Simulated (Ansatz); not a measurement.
The inner images of a band of BClFH2N + H4OSi (12 atoms, charge 0, multiplicity 1) are given out of order.

These are results of RKS PBE0-D4/def2-SVP (Ansatz 0.2.0), not measurements.

First end point:

```xyz
12
Properties=species:S:1:pos:R:3
B 0.187 -0.403 -0.354
F -0.029 -0.799 0.907
N 1.478 -0.209 -0.823
H 2.280 -0.263 -0.210
H 1.673 0.113 -1.760
Cl -1.218 -0.246 -1.423
O -0.390 1.940 1.059
Si -1.761 2.807 0.659
H -2.958 1.923 0.528
H -2.060 3.845 1.696
H -1.472 3.489 -0.633
H -0.501 1.197 1.662
```

Last end point:

```xyz
12
Properties=species:S:1:pos:R:3
B -0.130 0.574 -0.713
F 1.174 0.578 2.128
N 0.959 -0.274 -0.584
H 1.310 -0.846 -1.337
H 1.448 -0.336 0.305
Cl -1.016 0.716 -2.257
O -0.559 1.335 0.356
Si -1.848 2.438 0.409
H -3.133 1.737 0.140
H -1.825 2.968 1.798
H -1.622 3.535 -0.571
H 0.473 0.968 1.633
```

Put them in order from the first end to the last, with their energies above the first end.
A.
```xyz
12
Properties=species:S:1:pos:R:3
B 0.079 -0.259 -0.234
F -0.040 -1.045 0.843
N 1.339 0.094 -0.721
H 2.183 -0.230 -0.278
H 1.481 0.826 -1.399
Cl -1.370 -0.099 -1.287
O -0.415 1.561 0.991
Si -1.646 2.595 0.484
H -2.990 1.955 0.554
H -1.628 3.791 1.377
H -1.308 2.998 -0.906
H -0.454 1.206 1.885
```
B.
```xyz
12
Properties=species:S:1:pos:R:3
B -0.083 0.593 -0.696
F 0.622 0.060 2.257
N 1.168 -0.006 -0.670
H 1.484 -0.655 -1.375
H 1.741 0.049 0.164
Cl -1.198 0.330 -2.064
O -0.493 1.408 0.337
Si -1.784 2.505 0.385
H -3.066 1.772 0.561
H -1.513 3.366 1.567
H -1.797 3.318 -0.861
H 0.149 0.652 1.704
```
C.
```xyz
12
Properties=species:S:1:pos:R:3
B 0.046 0.034 0.052
F -0.140 -0.904 1.032
N 1.409 0.221 -0.412
H 1.731 -0.498 -1.053
H 1.636 1.127 -0.800
Cl -1.354 -0.104 -1.220
O -0.366 1.413 0.827
Si -1.647 2.494 0.334
H -2.982 1.877 0.508
H -1.476 3.608 1.312
H -1.329 2.949 -1.035
H -0.295 1.177 1.764
```
D.
```xyz
12
Properties=species:S:1:pos:R:3
B -0.009 0.565 -0.573
F -0.140 -0.296 2.218
N 1.305 0.166 -0.778
H 1.558 -0.587 -1.402
H 2.066 0.547 -0.232
Cl -1.329 -0.148 -1.536
O -0.318 1.534 0.356
Si -1.673 2.554 0.367
H -2.906 1.787 0.691
H -1.393 3.554 1.430
H -1.789 3.217 -0.961
H -0.141 0.499 1.728
```
E.
```xyz
12
Properties=species:S:1:pos:R:3
B 0.008 0.267 -0.092
F -0.016 -0.538 1.374
N 1.282 0.387 -0.699
H 1.578 -0.304 -1.374
H 2.049 0.787 -0.174
Cl -1.330 -0.440 -1.085
O -0.428 1.451 0.748
Si -1.653 2.566 0.338
H -2.995 1.960 0.546
H -1.462 3.716 1.261
H -1.433 2.967 -1.074
H -0.368 0.574 1.540
```

A (+0.14 eV), C (+0.37 eV), E (+1.01 eV), D (+0.07 eV), B (-0.01 eV).

The run took 4.8 min on 4 threads of Arm Neoverse V2, on a shared host, peak memory 0.31 GiB.
